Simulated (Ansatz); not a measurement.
**Relaxing a trial structure of FH10NSi4**

The starting geometry of this gas-phase triplet was optimised with GFN2-xTB as a singlet; its bonds are those of `F[SiH2][SiH2]N([SiH3])[SiH3]`.

```yaml
atoms:
  - { symbol: F, position_ang: [2.2887, 0.6165, -0.3092] }
  - { symbol: N, position_ang: [-0.5446, -2.3697, 1.7304] }
  - { symbol: Si, position_ang: [0.7997, 0.0127, -0.1024] }
  - { symbol: Si, position_ang: [0.9230, -1.4119, 1.6941] }
  - { symbol: Si, position_ang: [-0.6442, -3.7977, 0.7394] }
  - { symbol: Si, position_ang: [-1.7847, -2.0353, 2.9052] }
  - { symbol: H, position_ang: [0.5107, -0.5392, -1.4269] }
  - { symbol: H, position_ang: [0.0014, 1.2314, 0.0434] }
  - { symbol: H, position_ang: [1.0158, -0.7252, 2.9925] }
  - { symbol: H, position_ang: [2.0580, -2.3504, 1.6673] }
  - { symbol: H, position_ang: [0.1734, -3.5509, -0.4499] }
  - { symbol: H, position_ang: [-2.0445, -3.9945, 0.3737] }
  - { symbol: H, position_ang: [-0.1385, -4.9618, 1.4724] }
  - { symbol: H, position_ang: [-3.0577, -2.4913, 2.3526] }
  - { symbol: H, position_ang: [-1.4942, -2.7298, 4.1625] }
  - { symbol: H, position_ang: [-1.8010, -0.5868, 3.1102] }
```

Predict what it relaxes into with PBE-D3(BJ)/def2-SVP.

It falls apart into H8NSi3 + FH2Si. Contacts that open: Si3–Si4 (2.30 → 3.72 Å).

The energy falls by 1.63 eV over 29 steps:

```
step  E − E(last) (eV)
   1             1.630
   4             1.002
   7             0.569
  10             0.140
  13             0.057
  17             0.028
  20             0.011
  23             0.003
  26             0.000
  29             0.000
```

Final geometry (Å):

```xyz
16

F     1.3660   -0.6359   -0.4375
N    -0.1696   -2.2041    1.8836
Si   -0.2576   -0.3714   -0.6271
Si    1.3895   -1.5823    2.4853
Si   -0.1895   -3.6304    0.8169
Si   -1.6821   -1.6064    2.5940
H    -0.4310    0.1927   -2.0204
H    -0.6918    0.6437    0.4041
H     1.4094   -1.6426    4.0014
H     2.4621   -2.4828    1.9206
H     0.7992   -3.4410   -0.2977
H    -1.5811   -3.7766    0.2636
H     0.1634   -4.8796    1.5800
H    -2.6947   -1.3582    1.5090
H    -2.2636   -2.5893    3.5749
H    -1.3674   -0.3195    3.3046
```

No frequencies were run, so the end isn't proven a minimum. Open shells are spin-unrestricted. The triplet needn't be the ground state. Run with Ansatz 0.2.0, 110 s on 4 threads of Arm Neoverse V2, on a shared host.
